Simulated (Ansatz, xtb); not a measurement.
# C5H5ClS: 5 structures ranked

5 gas-phase structures of C5H5ClS, from a drawn sample of its isomers (lower ones may exist). Each was relaxed with GFN2-xTB:

A. `S=C1C=C[C@H](Cl)C1`, a singlet
B. `Cc1ccc(Cl)s1`, a singlet
C. `S=C1CC=C(Cl)C1`, a singlet
D. `Cc1cc(Cl)cs1`, a singlet
E. `S=C1C=CC[C@@H]1Cl`, a singlet

**Question.** Which do you expect lowest at r2SCAN-D4/def2-SVP, and how would the others follow?

**Answer.** Calculated order at r2SCAN-D4/def2-SVP: D (0.0), B (8.6), A (52.1), E (61.4), C (73.8) kJ/mol.

Energies above the lowest of each column, in kJ/mol; the last columns are at PBE-D3(BJ)/def2-SVP geometries (a dash: not run or not comparable):

| structure | GFN2-xTB | HF/STO-3G | r2SCAN-D4/def2-SVP | PBE-D3(BJ)/def2-SVP | CCSD(T)/def2-SVP + ΔMP2/def2-TZVPP |
| --- | --- | --- | --- | --- | --- |
| D | 0.0 | 0.0 | 0.0 | 0.0 | 0.0 |
| B | 11.1 | 6.5 | 8.6 | 7.4 | 10.3 |
| A | 59.1 | 96.2 | 52.1 | 53.9 | – |
| E | 64.3 | 101.1 | 61.4 | 62.2 | – |
| C | 53.6 | 110.1 | 73.8 | 72.4 | – |

Every level run on D puts it lowest or level with the lowest. Some further structures that were screened fall inside this span and aren't listed. Flexible structures stand in one conformer each, not always the lowest. Frequencies (GFN2-xTB) were run for B, D alone. ΔMP2 is the change of the MP2 energy from the smaller to the larger basis.

Over these structures GFN2-xTB departs from r2SCAN-D4/def2-SVP by 7.5 kJ/mol on average once a common shift is removed. A GFN2-xTB relaxation took about 0.054 s and the r2SCAN-D4/def2-SVP energy about 1.6 s on a shared host (Ansatz 0.2.0, xtb 6.7.1).
